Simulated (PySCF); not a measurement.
Species: C7H11FO.
Structure used (PBE0-D3(BJ)/def2-SVP), in Å, numbered top down from 1:
```xyz
20
C7H11FO angstrom
C      2.4728    0.1991   -0.2325
C      1.4292   -0.8735   -0.0736
O      1.5125   -1.9497   -0.6158
C      0.2182   -0.5139    0.7949
C     -0.3158   -1.7283    1.5406
C     -0.7872    0.1016   -0.1580
C     -1.6007   -0.8049   -1.0269
C     -0.9022    1.4270   -0.2645
F     -0.1638    2.2698    0.4693
H      2.0094    1.1852   -0.3807
H      3.1488   -0.0480   -1.0604
H      3.0555    0.2603    0.7020
H      0.5250    0.2685    1.5050
H     -0.4787   -2.5673    0.8503
H     -1.2612   -1.4937    2.0515
H      0.4088   -2.0619    2.2981
H     -0.9454   -1.5060   -1.5686
H     -2.2977   -1.4138   -0.4293
H     -2.1899   -0.2389   -1.7623
H     -1.5864    1.9475   -0.9404
```

Computed, not measured: PBE0-D3(BJ)/def2-SVP geometry optimisation, gas phase in PySCF.

Take the most abundant isotopes and a rigid rotor. The values belong to one conformer with, in the numbering `[CH3:1][C:2](=[O:3])[C@H:4]([CH3:5])/[C:6]([CH3:7])=[CH:8]\[F:9]`, C1–C2–C4–C5 -147°, C2–C4–C6–C7 79°.

Problem. Give the principal moments of inertia and the rotational constants in GHz.

Solution. Ia = 268.77, Ib = 371.77, Ic = 477.66 u·Å²; 505379 MHz·u·Å²/I gives 1880, 1359 and 1058 MHz, that is A = 1.8804, B = 1.3594, C = 1.0580 GHz.

Problem. Classify the top.

Solution. An asymmetric top: κ = (2 × 1359 − 1880 − 1058)/(1880 − 1058) = -0.27.

Problem. What does the inertial defect say?

Solution. Not planar: Δ = Ic − Ia − Ib = -162.88 u·Å². For a rigid frame Δ = −2 Σ m c², so Σ m c² = 81.44 u·Å² lies off the ab plane: 21.04 from hydrogen and 60.40 from heavier atoms. The atom farthest from that plane is 2.25 Å away.

Problem. Give the other two planar moments, Paa and Pbb, and the rms extents of the mass along the axes.

Solution. Paa = Σ m a² = (Ib + Ic − Ia)/2 = 290.33 and Pbb = Σ m b² = (Ia + Ic − Ib)/2 = 187.33 u·Å². With the mass M = 130.08 u, the rms extents √(P/M) along a, b and c are 1.49, 1.20, 0.79 Å.

Problem. Where do the levels up to J = 3 lie, in cm⁻¹?

Solution. Above 0(0,0):
J = 1: 1(0,1) 0.0806, 1(1,1) 0.0980, 1(1,0) 0.1081
J = 2: 2(0,2) 0.2386, 2(1,2) 0.2492, 2(1,1) 0.2794, 2(2,1) 0.3315, 2(2,0) 0.3348
J = 3: 3(0,3) 0.4693, 3(1,3) 0.4743, 3(1,2) 0.5339, 3(2,2) 0.5734, 3(2,1) 0.5880, 3(3,1) 0.6872, 3(3,0) 0.6880
The levels of one J sum to (2J + 1)J(J + 1)(A + B + C)/3.

Problem. Which types of transition are allowed, and where do some lines up to J = 4 fall?

Solution. The dipole components are |μa| = 1.57 D, |μb| = 0.10 D, |μc| = 0.39 D. Intensities carry the squares of the components, which stand as 1.00 : 0.00 : 0.06 (a : b : c). Some lines, for components of 0.1 D or more:

```json
{"type": "a", "branch": "Q", "J(Ka,Kc)": "1(1,0) ← 1(1,1)", "MHz": "301", "lower level (cm⁻¹)": "0.098"}
{"type": "c", "branch": "Q", "J(Ka,Kc)": "2(1,2) ← 2(0,2)", "MHz": "317", "lower level (cm⁻¹)": "0.239"}
{"type": "c", "branch": "Q", "J(Ka,Kc)": "4(2,3) ← 4(1,3)", "MHz": "770", "lower level (cm⁻¹)": "0.868"}
{"type": "b", "branch": "Q", "J(Ka,Kc)": "1(1,0) ← 1(0,1)", "MHz": "822", "lower level (cm⁻¹)": "0.081"}
{"type": "b", "branch": "Q", "J(Ka,Kc)": "3(2,1) ← 3(1,2)", "MHz": "1622", "lower level (cm⁻¹)": "0.534"}
{"type": "b", "branch": "Q", "J(Ka,Kc)": "4(2,2) ← 4(1,3)", "MHz": "1862", "lower level (cm⁻¹)": "0.868"}
{"type": "c", "branch": "Q", "J(Ka,Kc)": "4(3,2) ← 4(2,2)", "MHz": "2546", "lower level (cm⁻¹)": "0.930"}
{"type": "b", "branch": "Q", "J(Ka,Kc)": "4(2,3) ← 4(1,4)", "MHz": "3646", "lower level (cm⁻¹)": "0.772"}
{"type": "c", "branch": "Q", "J(Ka,Kc)": "4(4,1) ← 4(3,1)", "MHz": "4440", "lower level (cm⁻¹)": "1.019"}
{"type": "a", "branch": "R", "J(Ka,Kc)": "2(1,2) ← 1(1,1)", "MHz": "4534", "lower level (cm⁻¹)": "0.098"}
{"type": "b", "branch": "R", "J(Ka,Kc)": "2(1,2) ← 1(0,1)", "MHz": "5054", "lower level (cm⁻¹)": "0.081"}
{"type": "c", "branch": "R", "J(Ka,Kc)": "2(1,1) ← 1(0,1)", "MHz": "5959", "lower level (cm⁻¹)": "0.081"}
{"type": "b", "branch": "R", "J(Ka,Kc)": "3(0,3) ← 2(1,2)", "MHz": "6596", "lower level (cm⁻¹)": "0.249"}
{"type": "b", "branch": "R", "J(Ka,Kc)": "2(2,1) ← 1(1,0)", "MHz": "6699", "lower level (cm⁻¹)": "0.108"}
{"type": "a", "branch": "R", "J(Ka,Kc)": "3(0,3) ← 2(0,2)", "MHz": "6914", "lower level (cm⁻¹)": "0.239"}
{"type": "b", "branch": "R", "J(Ka,Kc)": "3(1,3) ← 2(0,2)", "MHz": "7064", "lower level (cm⁻¹)": "0.239"}
{"type": "b", "branch": "R", "J(Ka,Kc)": "2(2,0) ← 1(1,1)", "MHz": "7098", "lower level (cm⁻¹)": "0.098"}
{"type": "b", "branch": "R", "J(Ka,Kc)": "4(1,3) ← 3(2,2)", "MHz": "8822", "lower level (cm⁻¹)": "0.573"}
{"type": "a", "branch": "R", "J(Ka,Kc)": "4(0,4) ← 3(0,3)", "MHz": "9010", "lower level (cm⁻¹)": "0.469"}
{"type": "b", "branch": "R", "J(Ka,Kc)": "4(1,4) ← 3(0,3)", "MHz": "9069", "lower level (cm⁻¹)": "0.469"}
{"type": "a", "branch": "R", "J(Ka,Kc)": "4(2,3) ← 3(2,2)", "MHz": "9592", "lower level (cm⁻¹)": "0.573"}
{"type": "b", "branch": "R", "J(Ka,Kc)": "4(2,3) ← 3(1,2)", "MHz": "10777", "lower level (cm⁻¹)": "0.534"}
{"type": "c", "branch": "R", "J(Ka,Kc)": "4(2,2) ← 3(1,2)", "MHz": "11870", "lower level (cm⁻¹)": "0.534"}
{"type": "c", "branch": "R", "J(Ka,Kc)": "4(2,3) ← 3(1,3)", "MHz": "12564", "lower level (cm⁻¹)": "0.474"}
{"type": "c", "branch": "R", "J(Ka,Kc)": "4(3,1) ← 3(2,1)", "MHz": "12932", "lower level (cm⁻¹)": "0.588"}
{"type": "c", "branch": "R", "J(Ka,Kc)": "4(3,2) ← 3(2,2)", "MHz": "13230", "lower level (cm⁻¹)": "0.573"}
{"type": "b", "branch": "R", "J(Ka,Kc)": "4(3,1) ← 3(2,2)", "MHz": "13368", "lower level (cm⁻¹)": "0.573"}
{"type": "b", "branch": "R", "J(Ka,Kc)": "4(4,1) ← 3(3,0)", "MHz": "14374", "lower level (cm⁻¹)": "0.688"}
```

No frequency check. No vibrational averaging or centrifugal distortion is included, and the geometry carries the error of its method. A rigid rotor knows nothing of internal rotation, which can split or shift real lines.
